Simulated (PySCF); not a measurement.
[LuF2]+ relaxed at several levels

Computed with PySCF 2.14.0, PBE0, def2-SVP on the ligands, density fitting, scalar-relativistic core potentials, no spin-orbit coupling, vacuum. Each row is relaxed at its own level from the same template. Distances are means of the shortest metal–ligand contacts, charges and spins Mulliken's; removal energies are rigid, with the ligand's formal charge and no counterpoise, so too large; for an anion taken off a cation in vacuum most of it is the attraction of opposite charges, and multiply charged cations can part far more cheaply with an electron moved from ligand to metal. lcecp potentials hold a fixed number of 4f electrons in the core, out of states, spins and gaps.

| level | basis on the metal | point group | M–F (Å) | charge on M (e) | HOMO–LUMO gap (eV) | removal of one F (eV) | strongest infrared band, degenerate modes summed (cm⁻¹) | unstable modes (below −25 cm⁻¹) |
| --- | --- | --- | --- | --- | --- | --- | --- | --- |
| PBE0 | lcecp-1-SVP with ECP60 | C2v | 1.892 | 1.62 | – | 18.18 | 679 | 0 |

What does the calculation give for PBE0, def2-SVP with ECP28?

point group: C2v, M–F (Å): 1.867, charge on M (e): 1.71, HOMO–LUMO gap (eV): 7.71, removal of one F (eV): 18.33, strongest infrared band, degenerate modes summed (cm⁻¹): 698, unstable modes (below −25 cm⁻¹): 0.
```xyz
3

Lu    0.0000    0.0000   -0.3121
F     1.5251    0.0000    0.7645
F    -1.5251    0.0000    0.7645
```

One start shape was tried for each, so a minimum needn't be the lowest isomer.
